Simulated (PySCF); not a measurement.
## Correlation energy of Ag⁻ (silver, charge -1)

[Kr] 4d10 5s2, closed-shell 1S. Computed with PySCF 2.14 in x2c-TZVPPall with one added diffuse shell each of s, p, d, f type (9s7p7d3f1g, 95 functions), with the spin-free X2C one-electron Hamiltonian (Gaussian nucleus). Frozen: [Kr]; 12 electrons correlated.

MP2 pair energies summed by pair of shells (mhartree):

| pair | energy | share (%) |
| --- | --- | --- |
| 4d-4d | -359.30 | 83.3 |
| 4d-5s | -54.61 | 12.7 |
| 5s-5s | -17.23 | 4.0 |

Total MP2 correlation energy: -431.14 mhartree.

Same-spin part -151.91 and opposite-spin part -279.23 mhartree; SCS-MP2 scales them by 1/3 and 6/5 to -385.71 mhartree.
